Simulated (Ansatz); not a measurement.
[GeI3]- (GeI3⁻). The state is a singlet with charge -1. Geometry relaxed at PBE0-D4/def2-SVPD.

Cartesian coordinates in Å:
```
Ge 0.348 -0.672 -0.593
I -2.318 -0.593 -0.169
I 0.771 1.924 -1.208
I 1.199 -0.659 1.971
```

In the def2 sets I takes a core potential; there is no spin–orbit coupling.

(1) Estimate the harmonic wavenumbers at RKS PBE0-D4/def2-SVPD (Ansatz, unscaled). Is this a minimum?

Answers

(1) 54, 54, 73, 182, 182, 196 cm⁻¹. Yes, no mode is imaginary beyond noise. Zero-point energy 4.4 kJ/mol. It took 65 s on 4 threads of Arm Neoverse V2 on a shared host, peak host memory 0.6 GiB.
